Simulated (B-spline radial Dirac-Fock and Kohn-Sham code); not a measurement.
**Relativistic shifts of the levels of Tl³²⁺**

System: thallium as Tl³²⁺, configuration [Kr] 4d10 4f3.

Both columns are ΔSCF binding energies of the configuration average from a radial finite-basis atomic code: non-relativistic Hartree-Fock with a point nucleus, and Dirac-Fock with a finite nucleus and the Coulomb interaction alone, averaged over the two j levels with weights 2j+1.

```tsv
shell	Hartree-Fock (eV)	Dirac-Fock (eV)	shift (eV)	shift (%)
1s	78707.3	87208.7	+8501.47	+10.80
2s	14335.9	16627.7	+2291.77	+15.99
2p	13818.4	14595.6	+777.21	+5.62
3s	4344.4	4929.6	+585.19	+13.47
3p	4101.2	4325.7	+224.50	+5.47
3d	3653.9	3636.5	-17.47	-0.48
4s	1776.7	1952.7	+176.03	+9.91
4p	1666.5	1736.1	+69.68	+4.18
4d	1464.7	1465.2	+0.46	+0.03
4f	1222.4	1207.1	-15.27	-1.25
```

Relativity binds 1s, 2s, 2p, 3s, 3p, 4s, 4p, 4d more strongly, among those listed most of all 2s in relative terms, and 3d, 4f more weakly, because the contracted s and p shells screen the nucleus better.

Values without a named source are computed, but for edge energies of neutral atoms, which are taken from tables.
